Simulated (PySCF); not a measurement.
Gas-phase reaction: Mg + 2 CH4 ⇌ MgH2 + 2 CH3

Energies from PySCF, thermal terms from the rigid-rotor harmonic-oscillator model, ideal gas at 1 bar. † marks an energy on the PBE0/def2-TZVP geometry and frequencies; other levels use their own. MP2 and CCSD(T) freeze the core. Open shells (unrestricted): CH3 (multiplicity 2); the rest are closed-shell singlets. B3LYP is the form with VWN-RPA correlation. For Mg the outer core is correlated in a valence basis, which is rough. MgH2: computed as isolated molecules; such fragments, hydroxides, amides, oligomers or adducts are transient or little studied in the gas. MP2 isn't extrapolated to the basis-set limit. CCSD(T) isn't extrapolated to the basis-set limit.

```tsv
level	ΔH°(298 K), kJ
B3LYP/def2-TZVP†	___
CCSD(T)/def2-TZVPP†	451
HF/def2-TZVP†	335
M06-2X/def2-TZVP†	473
MP2/def2-SVP†	___
MP2/def2-TZVPP†	464
PBE0/def2-SVP†	448
PBE0/def2-TZVP	___
r2SCAN/def2-TZVP†	404
LDA/def2-TZVP†	___
ωB97X-V/def2-TZVP†	441
```

Question: Fill in the missing entries.

Answer: 
- B3LYP/def2-TZVP†, ΔH°(298 K), kJ: 438
- MP2/def2-SVP†, ΔH°(298 K), kJ: 457
- PBE0/def2-TZVP, ΔH°(298 K), kJ: 445
- LDA/def2-TZVP†, ΔH°(298 K), kJ: 514
